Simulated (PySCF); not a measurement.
CH₂NO, multiplicity 2. Atoms are numbered in the order given.

```xyz
5

N     -0.1132     1.1097     0.0000
C      0.4584    -0.0485     0.0000
O     -0.2964    -1.0556     0.0000
H     -1.1329     1.1148     0.0000
H      1.5458    -0.1471     0.0000
```
Charge 0, spin multiplicity 2.

Geometry: PBE0-D3(BJ)/def2-TZVP. A frequency run showed that this geometry is not a minimum. The isomer is the one that the SMILES or the coordinates give; other isomers of the formula were not compared. Other conformers were not sampled.

Method: ωB97X/def2-TZVPD run with PySCF.

Mulliken values depend strongly on the basis, most of all with diffuse functions as here. ESP charges are fitted to the potential on shells at 1.4 to 2.0 van der Waals radii. Atomic charges (e):

```
atom  ESP fit  meta-Löwdin  Mulliken  Mulliken spin
----  -------  -----------  --------  -------------
N1          …        -0.29     -0.47           0.61
C2       0.84         0.28      0.28          -0.12
O3          …        -0.35     -0.45           0.51
H4       0.42         0.24      0.29           0.00
H5          …         0.11      0.34          -0.01
```

Problem. Fill in the missing entries. (The exact figures need the calculation; the answer reports its results.)

Solution. 
- N1, ESP fit: -0.74
- O3, ESP fit: -0.50
- H5, ESP fit: -0.03
